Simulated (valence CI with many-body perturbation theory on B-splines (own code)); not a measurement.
# Nb XXVIII: E2, M1 decay

Calculated by valence CI with perturbative core correlation (CI+MBPT): four valence electrons over a frozen Dirac-Fock core [Ne], a basis of 11 s, 11 p, 10 d, 8 f, 5 g, 2 h functions for each j, with the one-electron correlation potential Σ1 (screened to all orders), the two-electron term Σ2, the three-electron term Σ3, Breit, model QED; selected single and double excitations, second order for the rest, scaled by the run's own slope (own B-spline code, finite nucleus).

The last digits are not significant, and no measured levels were compared; by estimate large intervals hold to a few tenths of a per cent, small ones and those within an open d or f shell to about a per cent. Among the levels kept, up to 710 cm⁻¹ of a level comes from second order outside the variational space, and about a tenth of that is noise between levels of different J, which matters for small intervals.

Lines 1 to 9 of 9 in falling wavelength, among levels below 2838600 cm⁻¹, chosen from the decays that carry over 1 % of a level's rate. Wavelengths and rates use the calculated energies. Electric multipoles are in the length gauge, E1 and E2 with the static RPA response of the core. S is in atomic units (e²a₀⁴ for E2 and M2, e²a₀⁶ for E3), for M1 in squared Bohr magnetons. Weak lines are less certain than strong ones. Lines between different terms over intervals too small for the method are left out, as are lines whose strength nearly cancels.

Names give the largest LS component (configuration and term), which can be under half, so a name can repeat, a term be missing and a line seem to break the LS rules; names also repeat where a configuration has a term twice.

```json
{"λ vac (nm)": "295.3", "Upper": "3s²3p² ¹D_2", "Lower": "3s²3p² ³P_1", "Type": "M1", "A (s⁻¹)": "2.62e+02", "S (a.u.)": "1.25e+00"}
{"λ vac (nm)": "80.31", "Upper": "3s²3p3d ³F°_4", "Lower": "3s²3p3d ³F°_3", "Type": "M1", "A (s⁻¹)": "3.37e+04", "S (a.u.)": "5.82e+00"}
{"λ vac (nm)": "70.51", "Upper": "3s²3p² ³P_1", "Lower": "3s²3p² ³P_0", "Type": "M1", "A (s⁻¹)": "4.14e+04", "S (a.u.)": "1.61e+00"}
{"λ vac (nm)": "59.59", "Upper": "3s²3p² ³P_2", "Lower": "3s²3p² ¹D_2", "Type": "M1", "A (s⁻¹)": "4.78e+04", "S (a.u.)": "1.88e+00"}
{"λ vac (nm)": "56.92", "Upper": "3s²3p² ¹D_2", "Lower": "3s²3p² ³P_0", "Type": "E2", "A (s⁻¹)": "5.84e+01", "S (a.u.)": "1.56e-02"}
{"λ vac (nm)": "49.58", "Upper": "3s²3p² ³P_2", "Lower": "3s²3p² ³P_1", "Type": "M1", "A (s⁻¹)": "5.55e+04", "S (a.u.)": "1.25e+00"}
{"λ vac (nm)": "35.33", "Upper": "3s²3p² ¹S_0", "Lower": "3s²3p² ³P_1", "Type": "M1", "A (s⁻¹)": "2.37e+05", "S (a.u.)": "3.87e-01"}
{"λ vac (nm)": "30.56", "Upper": "3s²3p3d ³F°_4", "Lower": "3s3p³ ³D°_3", "Type": "M1", "A (s⁻¹)": "4.45e+03", "S (a.u.)": "4.24e-02"}
{"λ vac (nm)": "18.76", "Upper": "3s²3p3d ³F°_4", "Lower": "3s3p³ ⁵S°_2", "Type": "E2", "A (s⁻¹)": "4.60e+02", "S (a.u.)": "8.60e-04"}
```
